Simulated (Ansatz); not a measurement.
Ansatz (a quantum-chemistry and plane-wave program) input (RPA@PBE/cc-pVTZ):

Ansatz 0.2 input:
```yaml
crystal:
  periodic: [false, false, false]
  atoms:
    - {symbol: C, position_ang: [-2.45648051, -0.95119400, -0.71543761]}
    - {symbol: C, position_ang: [-1.36998618, 0.11694175, -0.58577580]}
    - {symbol: C, position_ang: [-1.91944617, 1.35906374, 0.11739382]}
    - {symbol: C, position_ang: [-0.14205212, -0.46262185, 0.12511493]}
    - {symbol: C, position_ang: [1.07261674, 0.47694680, 0.15681650]}
    - {symbol: C, position_ang: [2.26255982, -0.13816235, 0.75202838]}
    - {symbol: C, position_ang: [3.47937503, -0.49046086, 0.43849886]}
    - {symbol: H, position_ang: [-2.08789622, -1.83035123, -1.24781255]}
    - {symbol: H, position_ang: [-3.32417957, -0.56831891, -1.25635868]}
    - {symbol: H, position_ang: [-2.79726875, -1.27734580, 0.27115899]}
    - {symbol: H, position_ang: [-1.06197077, 0.40856266, -1.59749544]}
    - {symbol: H, position_ang: [-2.20343494, 1.12383055, 1.14716805]}
    - {symbol: H, position_ang: [-1.19230935, 2.17138840, 0.14836693]}
    - {symbol: H, position_ang: [-2.80795519, 1.73385776, -0.39450249]}
    - {symbol: H, position_ang: [-0.41119497, -0.73369963, 1.15088106]}
    - {symbol: H, position_ang: [0.15379360, -1.39048931, -0.37127982]}
    - {symbol: H, position_ang: [1.31508424, 0.79372030, -0.87125429]}
    - {symbol: H, position_ang: [0.82525985, 1.38850593, 0.70800009]}
    - {symbol: H, position_ang: [3.88007921, -0.31881463, -0.56449433]}
    - {symbol: H, position_ang: [4.15247298, -0.96392534, 1.14578791]}
basis:
  gaussian:
    orbitals: cc-pVTZ
hamiltonian:
  xc: pbe
magnetization: {spin_polarized: true, initial_magnetization: 1}
correlation: {method: rpa, electrons: outside_noble_gas}
```

Output:

```
Functional definition: PBE
integrals: 1.76 GiB planned
2201 factors; integrals over basis functions are off by at most 9.8e-4 eV
0.48 GiB of the device are held for the grids
2.79 GiB of device memory are held for the factors and their scratch space
mean field: 3.41 GiB planned
mean field evaluation 1: about -7437.6322 eV, gradient 6.9e1 eV
mean field evaluation 2: about -7437.6167 eV, gradient 6.9e1 eV
mean field evaluation 4: about -7459.7538 eV, gradient 1.4e1 eV
mean field evaluation 8: about -7460.7941 eV, gradient 1.7e-1 eV
mean field evaluation 16: about -7460.7934 eV, gradient 9.6e-4 eV
mean field -7460.79341925 eV, -274.1791010500 hartree, gradient 8.3e-6 eV, S^2 0.756948; 0 other end points of the search recorded, 0 dependent functions left out
7 core orbitals not correlated
reference -7417.69773671 eV, -272.5953639278 hartree; 21, 20 occupied and 364, 365 virtual orbitals, 2201 factors
Total energy: -7471.72207215 eV, -274.5807216363 hartree
```

It need not be the lowest isomer of its formula.
